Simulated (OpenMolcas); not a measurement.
Ir.

| Quantity | Value |
| --- | --- |
| Program | OpenMolcas 26.06 |
| Method | CASSCF |
| Basis | ANO-R2 [8s6p5d3f1g] |
| Scalar Hamiltonian | X2C, finite nucleus |
| Active space | 9 electrons in 6 orbitals (5d 6s) |
| State averaging | 2S+1 = 4 even, 20 roots; 2S+1 = 2 even, 64 roots kept (CI in the orbitals of an earlier block) |
| Spin-orbit coupling | RASSI with atomic mean-field integrals over the reference wave functions, term energies averaged over their components |

Levels without dynamic correlation, in cm-1 above 5d7 6s2 4F 9/2:

```
                Level      E
5d7 6s2 2P 1/2 [66 %]  15331
5d7 6s2 4P 5/2 [72 %]  16473
      5d7 6s2 2H 11/2  21897
```

On this reference, MS-CASPT2, IPEA 0.25 Eh, imaginary shift 0.1 Eh (closed shells correlated: 5s 5p) puts 5d7 6s2 2P 1/2 [66 %] at 13850 cm-1.

Task: Estimate the other levels at that method by one scale factor, and say how well it serves.

Result: The factor is 13850 / 15331 = 0.903. Scaled values beside those that MS-CASPT2 gives and measured ones (NIST Handbook of Basic Atomic Spectroscopic Data):
```
                Level  Scaled  MS-CASPT2  Miss (%)  Measured
5d7 6s2 4P 5/2 [72 %]   14875      13600      +9.4     12952
      5d7 6s2 2H 11/2   19773      20510      -3.6
```
For these levels the scaled values miss MS-CASPT2 by up to 9.4 %, as correlation changes each term by its own factor, spin-orbit parts do not scale and CASPT2 has its own spread within terms. This holds within one configuration; levels of others move differently, and the target method has errors of its own against measurement.

Term energies are means over components that CASPT2 splits; among the terms shown or strongly mixed into the levels shown the widest spread is 940 cm-1 (5d7 6s2 4F, MS-CASPT2). Terms from blocks run as CI alone lack orbitals of their own. Configurations are named by rounded mean occupations; where the s occupation lies near a half they are strongly mixed, a name can repeat and a true partner stay unpaired. No level of 5d9 was computed, though it lies in the active space. Without dynamic correlation excited terms often stand tens of per cent too high (terms of higher spin than the ground term too low), and those without a measured partner can miss by more than the paired ones (holds for CASSCF). Computed and measured levels are paired by configuration, term and J; levels that our copy of the source lacks, or whose pairing is in doubt (as where it misses far off the trend of its configuration), stay unpaired and out of the deviations. Only configurations of the active space appear.

A share in square brackets marks a mixed level and gives the weight of the term that names it, the lowest over the columns.
